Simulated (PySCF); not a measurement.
# `[PH2][GeH2][CH2][NH][GeH3]`, CH10Ge2NP

Cartesian coordinates in Å; atom numbers follow the order of the lines, from 1:
```xyz
15

P    -2.209   -0.792    1.087
Ge   -1.356    0.812   -0.330
C     0.107   -0.018   -1.427
N     1.053   -0.813   -0.678
Ge    2.425   -0.045    0.215
H    -3.371   -0.078    1.340
H    -2.798   -1.495    0.043
H    -0.810    1.948    0.513
H    -2.376    1.489   -1.235
H     0.660    0.770   -1.942
H    -0.359   -0.642   -2.200
H     0.581   -1.561   -0.182
H     3.253   -1.187    0.701
H     3.143    0.775   -0.807
H     2.051    0.845    1.375
```

Computed with quadratic response wB97X/cc-pVDZ first hyperpolarisability, Taylor convention, gas phase in PySCF. Geometry: GFN2-xTB.

The calculation is non-relativistic, which matters for the atoms heavier than Zn.

Task: Give the tensor of the second harmonic β(−2ω;ω,ω) at 532 nm in the axes of these coordinates.

Result: In au, Taylor convention; rows are the first index (the induced dipole):
|  | xx | yy | zz | xy | xz | yz |
| --- | --- | --- | --- | --- | --- | --- |
| x | +264.6 | +43.1 | +6.1 | -197.5 | -103.2 | +32.8 |
| y | -178.9 | -105.4 | -91.2 | +39.6 | +25.4 | +48.4 |
| z | -108.3 | +52.1 | +80.2 | +37.3 | +23.6 | -90.7 |

Norm of βᵢ = ⅓ Σⱼ (βᵢⱼⱼ + βⱼᵢⱼ + βⱼⱼᵢ): 505.2 au, hyper-Rayleigh value 212.4 au.
